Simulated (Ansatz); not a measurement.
Species: CH$_{3}$ClFSi, charge 0, multiplicity 2. It need not be the lowest isomer of its formula. 
Geometry from a B3LYP-D3(BJ)/def2-TZVP (Ansatz, an electronic-structure program) optimisation:
```
C
H 1 1.0899
H 1 1.0906 2 109.14
H 1 1.0930 2 109.05 3 -119.07
Si 1 1.8709 2 110.32 3 121.42
F 5 1.6078 1 107.97 2 177.04
Cl 5 2.0718 6 107.18 1 117.86
```
Charge 0, spin multiplicity 2.

Basis-set convergence of Hartree-Fock and CCSD correlation energies (hartree) with Ansatz. Valence correlation only, unless marked. Open shells are spin-unrestricted. Spin-orbit coupling is left out. Non-relativistic.

```tsv
basis	functions	E(HF)	E(corr, CCSD)
aug-cc-pV(D+d)Z	137	-887.60809	-0.62185
aug-cc-pV(T+d)Z	271	___	___
```

Problem. Fill in the missing entries.

Solution. 
- aug-cc-pV(T+d)Z, E(HF): -887.67691
- aug-cc-pV(T+d)Z, E(corr, CCSD): -0.76251
